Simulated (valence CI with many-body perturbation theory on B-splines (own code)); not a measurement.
**E1 line list for Dy⁵³⁺**

Computed by valence CI with perturbative core correlation (CI+MBPT): three valence electrons over a frozen Dirac-Fock core [Ne], a basis of 11 s, 11 p, 9 d, 7 f, 5 g, 2 h, 1 i functions for each j, with the one-electron correlation potential Σ1, the two-electron term Σ2, the three-electron term Σ3, Breit, model QED; selected CI, second order for the rest (own B-spline code, finite nucleus).

No measured spectrum was set against this ion. As an estimate, large intervals hold to a few tenths of a per cent, small ones and those within an open d or f shell to about a per cent.

Lines 101 to 150 of 263 in falling wavelength, among levels below 1016.7 eV, chosen from the strongest by gf and those to the six lowest levels. Wavelengths and rates use the calculated energies. Electric multipoles are in the length gauge, E1 and E2 with the static RPA response of the core. Weak lines are less certain than strong ones. Lines between different terms over intervals too small for the method are left out, as are lines whose strength nearly cancels. The highest levels of a list are the least certain.

Levels are named by their leading jj configuration (3d3/2^4 stands for four electrons in 3d with j = 3/2), which in mixed levels can hold well under half, so a name can repeat and another be missing. Letters in brackets count levels of one name in rising energy.

| λ vac (Å) | Upper | Lower | A (s⁻¹) | S (a.u.) with core polarisation | S without |
| --- | --- | --- | --- | --- | --- |
| 36.73 | (3p1/2 3p3/2 3d5/2) J=3/2 [a] | (3s 3p1/2 3d5/2) J=3/2 | 3.19e+11 | 3.12e-02 | 3.17e-02 |
| 36.72 | (3s 3p3/2^2) J=5/2 | (3s^2 3p3/2) J=3/2 | 3.26e+11 | 4.78e-02 | 4.85e-02 |
| 36.50 | (3p1/2 3p3/2^2) J=3/2 | (3s 3p1/2 3p3/2) J=1/2 | 5.16e+11 | 4.95e-02 | 5.03e-02 |
| 36.32 | (3p1/2 3p3/2 3d5/2) J=7/2 [a] | (3s 3p1/2 3d5/2) J=7/2 | 4.62e+10 | 8.75e-03 | 8.89e-03 |
| 36.32 | (3s 3p3/2 3d5/2) J=7/2 [a] | (3s^2 3d5/2) J=5/2 | 8.59e+10 | 1.63e-02 | 1.65e-02 |
| 36.12 | (3s 3p3/2 3d5/2) J=3/2 [a] | (3s^2 3d5/2) J=5/2 | 1.07e+11 | 9.96e-03 | 1.01e-02 |
| 36.00 | (3p1/2 3p3/2^2) J=5/2 | (3s 3p1/2 3p3/2) J=3/2 [b] | 3.54e+11 | 4.90e-02 | 4.98e-02 |
| 35.99 | (3p1/2 3p3/2 3d5/2) J=5/2 [a] | (3s 3p1/2 3d5/2) J=5/2 [b] | 2.34e+11 | 3.23e-02 | 3.28e-02 |
| 35.71 | (3p1/2 3p3/2 3d3/2) J=5/2 [a] | (3s 3p1/2 3d3/2) J=5/2 | 1.56e+11 | 2.10e-02 | 2.14e-02 |
| 35.59 | (3p1/2 3p3/2^2) J=3/2 | (3s 3p1/2 3p3/2) J=3/2 [b] | 1.48e+11 | 1.32e-02 | 1.34e-02 |
| 35.55 | (3p1/2 3p3/2 3d5/2) J=9/2 | (3s 3p1/2 3d5/2) J=7/2 | 3.27e+11 | 7.25e-02 | 7.36e-02 |
| 35.35 | (3s 3p3/2 3d3/2) J=3/2 [b] | (3s^2 3d3/2) J=3/2 | 4.31e+11 | 3.76e-02 | 3.82e-02 |
| 35.32 | (3s 3d3/2^2) J=5/2 | (3s 3p1/2 3d5/2) J=5/2 [b] | 7.76e+10 | 1.01e-02 | 1.03e-02 |
| 35.19 | (3p1/2 3p3/2 3d5/2) J=7/2 [a] | (3s 3p1/2 3d5/2) J=5/2 [a] | 5.03e+11 | 8.66e-02 | 8.80e-02 |
| 35.06 | (3p1/2 3p3/2 3d3/2) J=3/2 [b] | (3s 3p1/2 3d3/2) J=3/2 [b] | 9.90e+10 | 8.42e-03 | 8.56e-03 |
| 35.04 | (3p1/2 3p3/2 3d5/2) J=5/2 [a] | (3s 3p1/2 3d5/2) J=7/2 | 1.13e+11 | 1.44e-02 | 1.46e-02 |
| 35.02 | (3p1/2 3p3/2 3d3/2) J=3/2 [a] | (3s 3p1/2 3d3/2) J=5/2 | 1.76e+11 | 1.49e-02 | 1.52e-02 |
| 34.96 | (3p1/2 3p3/2 3d3/2) J=5/2 [b] | (3s 3p1/2 3d3/2) J=3/2 [b] | 4.76e+11 | 6.02e-02 | 6.12e-02 |
| 34.95 | (3p3/2^3) J=3/2 | (3s 3p3/2^2) J=3/2 | 1.56e+12 | 1.32e-01 | 1.34e-01 |
| 34.92 | (3p1/2 3p3/2 3d5/2) J=5/2 [b] | (3s 3p1/2 3d5/2) J=3/2 | 1.22e+11 | 1.53e-02 | 1.56e-02 |
| 34.75 | (3p1/2 3p3/2 3d5/2) J=7/2 [b] | (3s 3p1/2 3d5/2) J=5/2 [b] | 9.72e+10 | 1.61e-02 | 1.64e-02 |
| 34.71 | (3s 3p3/2 3d5/2) J=7/2 [b] | (3s^2 3d5/2) J=5/2 | 7.42e+11 | 1.23e-01 | 1.25e-01 |
| 34.66 | (3p1/2 3p3/2 3d3/2) J=3/2 [b] | (3s 3p1/2 3d3/2) J=1/2 | 1.20e+11 | 9.89e-03 | 1.00e-02 |
| 34.60 | (3p1/2 3p3/2 3d3/2) J=5/2 [a] | (3s 3p1/2 3d3/2) J=3/2 [a] | 1.56e+11 | 1.91e-02 | 1.94e-02 |
| 34.54 | (3p1/2^2 3p3/2) J=3/2 | (3s 3p1/2^2) J=1/2 | 1.72e+11 | 1.40e-02 | 1.42e-02 |
| 34.50 | (3p1/2 3p3/2 3d3/2) J=7/2 | (3s 3p1/2 3d3/2) J=5/2 | 5.47e+11 | 8.87e-02 | 9.01e-02 |
| 34.44 | (3s 3p1/2 3p3/2) J=3/2 [b] | (3s^2 3p1/2) J=1/2 | 3.34e+11 | 2.69e-02 | 2.74e-02 |
| 34.38 | (3p3/2^3) J=3/2 | (3s 3p3/2^2) J=1/2 | 3.98e+11 | 3.19e-02 | 3.24e-02 |
| 34.26 | (3p1/2 3p3/2 3d3/2) J=1/2 [b] | (3s 3p1/2 3d3/2) J=1/2 | 3.02e+11 | 1.20e-02 | 1.22e-02 |
| 34.25 | (3p1/2 3p3/2^2) J=1/2 | (3s 3p1/2 3p3/2) J=3/2 [b] | 7.42e+11 | 2.94e-02 | 2.99e-02 |
| 34.19 | (3p1/2 3p3/2 3d5/2) J=3/2 [a] | (3s 3p1/2 3d5/2) J=5/2 [a] | 1.78e+11 | 1.40e-02 | 1.43e-02 |
| 34.11 | (3p1/2 3p3/2^2) J=5/2 | (3s 3p1/2 3p3/2) J=5/2 | 1.93e+11 | 2.27e-02 | 2.30e-02 |
| 34.04 | (3p1/2 3p3/2 3d5/2) J=1/2 | (3s 3p1/2 3d5/2) J=3/2 | 1.72e+11 | 6.68e-03 | 6.79e-03 |
| 34.02 | (3s 3p3/2 3d3/2) J=5/2 [b] | (3s^2 3d3/2) J=3/2 | 1.53e+12 | 1.78e-01 | 1.81e-01 |
| 33.95 | (3p1/2 3p3/2 3d3/2) J=3/2 [a] | (3s 3p1/2 3d3/2) J=3/2 [a] | 3.16e+11 | 2.44e-02 | 2.48e-02 |
| 33.86 | (3p1/2 3p3/2 3d5/2) J=7/2 [b] | (3s 3p1/2 3d5/2) J=7/2 | 1.35e+11 | 2.06e-02 | 2.10e-02 |
| 33.74 | (3p1/2 3p3/2^2) J=3/2 | (3s 3p1/2 3p3/2) J=5/2 | 1.07e+11 | 8.13e-03 | 8.26e-03 |
| 33.73 | (3p1/2 3p3/2 3d3/2) J=1/2 [a] | (3s 3p1/2 3d3/2) J=3/2 [a] | 6.53e+11 | 2.47e-02 | 2.51e-02 |
| 33.66 | (3s 3p3/2 3d3/2) J=1/2 [b] | (3s^2 3d3/2) J=3/2 | 1.29e+12 | 4.87e-02 | 4.95e-02 |
| 33.64 | (3s 3p1/2 3p3/2) J=1/2 | (3s^2 3p1/2) J=1/2 | 1.13e+12 | 4.25e-02 | 4.32e-02 |
| 33.60 | (3s 3p3/2^2) J=1/2 | (3s^2 3p3/2) J=3/2 | 8.13e+11 | 3.05e-02 | 3.10e-02 |
| 33.43 | (3p1/2 3p3/2 3d5/2) J=3/2 [b] | (3s 3p1/2 3d5/2) J=5/2 [b] | 4.84e+11 | 3.57e-02 | 3.63e-02 |
| 33.33 | (3p1/2 3p3/2 3d3/2) J=5/2 [a] | (3p1/2^2 3p3/2) J=3/2 | 9.36e+10 | 1.03e-02 | 1.04e-02 |
| 33.28 | (3s 3p1/2 3d3/2) J=3/2 [a] | (3s 3p1/2^2) J=1/2 | 9.20e+10 | 6.69e-03 | 6.80e-03 |
| 33.08 | (3s 3p3/2 3d5/2) J=3/2 [b] | (3s^2 3d5/2) J=5/2 | 1.01e+12 | 7.25e-02 | 7.37e-02 |
| 33.07 | (3s 3p3/2^2) J=3/2 | (3s^2 3p3/2) J=3/2 | 1.65e+12 | 1.18e-01 | 1.20e-01 |
| 33.01 | (3s 3p3/2 3d3/2) J=3/2 [a] | (3s 3p1/2 3p3/2) J=3/2 [b] | 1.08e+10 | 7.68e-04 | 7.81e-04 |
| 32.90 | (3s 3p3/2 3d3/2) J=1/2 [a] | (3s 3p1/2 3p3/2) J=3/2 [b] | 6.87e+10 | 2.41e-03 | 2.45e-03 |
| 32.88 | (3s 3p3/2 3d5/2) J=5/2 [b] | (3s^2 3d5/2) J=5/2 | 8.57e+11 | 9.02e-02 | 9.17e-02 |
| 32.87 | (3p1/2 3p3/2 3d5/2) J=7/2 [b] | (3s 3p1/2 3d5/2) J=5/2 [a] | 5.77e+10 | 8.10e-03 | 8.23e-03 |
